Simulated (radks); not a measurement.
Fractional charge and spin in the 4s shell of bromine: the spin-up occupation runs from 0 to 1 and the spin-down occupation from 0 to 1; the fullest corner is Br, [Ar] 3d10 4p(up 2.5, down 2.5) 4s(up 1, down 1). Method: scalar-relativistic Kohn-Sham, SCAN, spin-polarised, spherical densities, finite nucleus; meta-GGA in the generalised Kohn-Sham scheme; Fermi nuclear charge, rms radius of each element as measured or else 0.836 A^(1/3) + 0.57 fm; computed with a radial shooting solver on a logarithmic mesh with Libxc functionals. Energy (eV) minus the two flat planes that join the four corners (they meet along the diagonal where the two added fractions sum to one electron); zero is where a piecewise linear energy would lie.

down \ up       0    0.25     0.5    0.75       1
0           0.000  -1.054  -1.405  -1.052   0.000
0.25       -1.054  -1.264  -0.791   0.364  -0.941
0.5        -1.405  -0.791   0.489  -0.708  -1.254
0.75       -1.052   0.364  -0.708  -1.142  -0.931
1           0.000  -0.941  -1.254  -0.931   0.000

Corners above the fullest one (they belong to Br+ and the next ion): (up 1, down 0) 25.903 eV, (up 0, down 1) 25.903 eV, (up 0, down 0) 64.365 eV. With half an added electron in each spin the energy lies 0.489 eV from the planes, and with half an added electron in spin up alone -1.405 eV. The planes are only a guide here: the flat-plane condition holds for ground states with one frontier orbital, while this shell lies below other occupied shells, so the corners above the fullest one are inner-hole states and not the ground states of those ions.
